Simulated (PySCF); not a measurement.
CHCl₂, SMILES Cl[CH]Cl, multiplicity 2.

Geometry: r2SCAN-D4/def2-TZVP. The isomer is the one that the SMILES or the coordinates give; other isomers of the formula were not compared.

The numbers are results of PySCF with SMD-M06-2X/6-31G*, not measurements.

Solvation free energies are E(SMD) − E(gas) at the gas-phase geometry, for 1 M in both phases. In vacuum the dipole moment is 1.08 D.

### Question
Estimate the solvation free energies in water, ethylethanoate, 1-octanol. (Estimate from the structure and the level; the computed values follow.)

### Answer

```csv
solvent,ΔG(solv) (kcal/mol),its non-electrostatic (CDS) part,dipole (D)
water,0.5,2.5,1.44
ethylethanoate,-2.2,-0.7,1.35
1-octanol,-2.0,-0.3,1.38
```
